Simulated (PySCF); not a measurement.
An unknown is described by computed data only.

Formula: C5H9OP.

| Item | Value |
| --- | --- |
| Rotational structure | rotational constants A, B, C: 5.699, 1.161, 1.051 GHz [PBE0-D3(BJ)/def2-SVP] |
| Triplet | lowest triplet excitation (Tamm–Dancoff): 2.60 eV [TDA CAM-B3LYP/def2-SVPD] |
| 13C NMR | chemical shifts (computed TMS as zero) by class: 206.1 (1 C), 58.5 (1 C), 15.6 (2 C), 6.4 (1 C) ppm [GIAO B97-2/pcSseg-1] |
| NMR, other nuclei | isotropic shieldings of nuclei other than C and H, by class: 146 (1 O), 171 (1 P) ppm [GIAO B97-2/pcSseg-1] |
| Polarisability | 90.3 au [CAM-B3LYP/def2-SVPD] |
| UV, first state | lowest singlet excitation: 4.87 eV (254 nm, f = 0.185) [TDDFT CAM-B3LYP/def2-SVPD] |

Electronic properties: PySCF, gas phase, density fitting. Levels stand in brackets. One conformer (not necessarily the lowest) at the PBE0-D3(BJ)/def2-SVP geometry, without solvent, vibrations or thermal averaging. NMR values are class means; diastereotopic atoms form classes of their own.

Q: Give a SMILES that accounts for the data.

A: Numbering: `[CH3:1][O:2]/[CH:3]=[P:4]/[CH:5]1[CH2:6][CH2:7]1`. 5 carbons fall into 4 classes; from least to most shielded: carbon bonded to O, P and H [C3] (206.1 ppm), methoxy carbon [C1] (58.5 ppm), three-membered-ring carbon [C6/C7] (15.6 ppm, 2 C), ring sp3 carbon bound to phosphorus [C5] (6.4 ppm). The other shieldings belong to: 146 ppm, ether oxygen [O2]; 171 ppm, phosphorus bonded to 2 C [P4]. The optimised geometry has point group Cs and is an asymmetric top. Structure: `CO/C=P/C1CC1`. Computed isomers that give other values at the same levels: `C=C[P@@H](=O)/C=C\C` (rotational constant A: 3.578 GHz; this holds for the one conformer computed); `C=C[C@@H]1CC[P@H]1=O` (rotational constant A: 3.120 GHz; this holds for the one conformer computed); `C/C=C/P=C\OC` (13C chemical shifts (computed TMS as zero) by class: 189.7 (1 C), 143.9 (1 C), 134.7 (1 C), 60.2 (1 C), 24.3 (1 C) ppm). The assignments are read from this structure; whether some other isomer fits the data as well wasn't checked.

Shape of the structure used: `[CH3:1][O:2]/[CH:3]=[P:4]/[CH:5]1[CH2:6][CH2:7]1`: C1–O2–C3–P4 0°, C3–P4–C5–C6 38°.
